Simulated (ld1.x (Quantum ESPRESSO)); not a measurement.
## Cutoff test, Nb, PAW

ld1.x (Quantum ESPRESSO) 7.5 input, shortened:

```
&input
   title='Nb', zed=41., rel=1, dft='PBESOL', iswitch=3,
   config='[Kr] 4d4 5s0.5 5p0.5'
 /
 &inputp
   pseudotype=3, lpaw=.true., tm=.true., lloc=-2, rcloc=2.20,
   nlcc=.true., new_core_ps=.true., rcore=1.70,
   which_augfun='PSQ', rmatch_augfun_nc=.true.
 /
6
4S  1  0   2.00   0.00  1.50  1.65  0.0
5S  2  0   0.50   0.00  1.50  1.65  0.0
4P  2  1   6.00   0.00  2.15  2.50  0.0
5P  3  1   0.50   0.00  2.15  2.50  0.0
4D  3  2   4.00   0.00  1.50  1.85  0.0
4D  3  2   0.00   4.50  1.50  1.85  0.0
 &test
   configts(1)='4s2 4p6 4d4 5s0.5 5p0.5'
 /
```

The pseudo-atom Hamiltonian at the reference potential is diagonalised in spherical Bessel functions j_l(qr) that vanish at 20 bohr, with q² up to the cutoff. All-electron valence levels (Ry): 4s -4.3360, 5s -0.3262, 4p -2.5828, 5p -0.1060, 4d -0.2677.

Question: How do the lowest levels (Ry) of each channel move with the cutoff, and are there ghosts?

Answer:

```csv
cutoff (Ry),s #1,s #2,s #3,p #1,p #2,p #3,d #1,d #2,f #1,Σ f·Δε (mRy)
8,-4.1924,-0.2994,-0.0093,-2.5600,-0.0706,0.0426,-0.0872,0.0439,0.0861,1177.8
10,-4.2678,-0.3104,-0.0107,-2.5759,-0.0742,0.0411,-0.1408,0.0399,0.0861,709.6
12,-4.3068,-0.3170,-0.0115,-2.5812,-0.0784,0.0394,-0.1873,0.0378,0.0861,408.4
18,-4.3343,-0.3240,-0.0124,-2.5825,-0.0992,0.0322,-0.2502,0.0357,0.0861,80.1
21,-4.3355,-0.3250,-0.0125,-2.5827,-0.1046,0.0306,-0.2596,0.0354,0.0861,35.7
25,-4.3357,-0.3256,-0.0126,-2.5828,-0.1055,0.0303,-0.2645,0.0353,0.0861,14.6
30,-4.3357,-0.3260,-0.0126,-2.5828,-0.1057,0.0302,-0.2671,0.0352,0.0861,3.6
35,-4.3359,-0.3262,-0.0126,-2.5828,-0.1059,0.0302,-0.2675,0.0352,0.0861,1.5
45,-4.3360,-0.3262,-0.0127,-2.5828,-0.1060,0.0302,-0.2676,0.0352,0.0861,0.8
50,-4.3360,-0.3262,-0.0127,-2.5828,-0.1060,0.0302,-0.2677,0.0352,0.0861,0.4
55,-4.3360,-0.3262,-0.0127,-2.5828,-0.1060,0.0302,-0.2677,0.0352,0.0861,0.3
400,-4.3360,-0.3262,-0.0127,-2.5828,-0.1060,0.0301,-0.2677,0.0352,0.0861,0.0
```

Result: no extra level below or beside the all-electron valence levels (s, p, d, f tested); 10 mRy is reached at 30 Ry and 1 mRy at 45 Ry.

Test run stopped at test 4 of 7 (negative rho).
